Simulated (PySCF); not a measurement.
Bonds (- single, = double, # triple, : aromatic): C1-C2, C2-C3, C3-C4, C4-C5, C5-C6, C5-Si7, Si7-Si8, C5-C2, Si8-C3. C1 carries H9, H10, H11; C2 carries H12; C3 carries H13; C4 carries H14, H15; C6 carries H16, H17, H18; Si7 carries H19, H20; Si8 carries H21, H22. Stereochemistry as in C[C@@H]1[C@@H]2C[C@@]1(C)[SiH2][SiH2]2. H15, H19, H22 are cis to C1 on the ring; H14, H20, H21 are trans to C1 on the ring.

All values are calculated (PySCF 2.14): structure optimised with GFN2-xTB, GIAO PBE0/pcSseg-1 shieldings. Equivalent nuclei averaged, isolated molecule, non-relativistic Hamiltonian, single conformer.

Scale: 13C vs TMS (reference shieldings calculated alike).

Q: Do the 13C shifts follow the atomic charges (in e)? Tabulate both.

A: 
```tsv
atoms	hybridisation	δ (ppm)	σ para (ppm)	Hirshfeld	IAO	Mulliken	ESP-fitted
C2	sp3	41.9	-106	-0.03	-0.10	-0.21	+0.24
C4	sp3	35.7	-99	-0.08	-0.26	-0.03	-0.25
C5	sp3	32.7	-100	-0.06	-0.20	-0.71	+0.17
C3	sp3	24.7	-92	-0.12	-0.36	-0.45	-0.21
C6	sp3	20.2	-76	-0.12	-0.42	-0.11	-0.51
C1	sp3	13.9	-73	-0.12	-0.42	-0.18	-0.50
```

Correlation coefficients of δ with charge over these carbons: Hirshfeld +0.90, IAO +0.94, Mulliken -0.10, ESP-fitted +0.85; with the paramagnetic shielding -0.96. With so few points these coefficients are fragile. Charge is one influence among several: hybridisation and low-lying excitations act through the paramagnetic term.

Shifts are as computed. Against solution values, carbons near 30 ppm lie about +3 ppm off and those near 130 ppm about +5 ppm. Of 1309 compounds with measured shifts, 239 miss one by over three times the rms of a fit or turn the order of signals round; such compounds aren't used in these exercises.
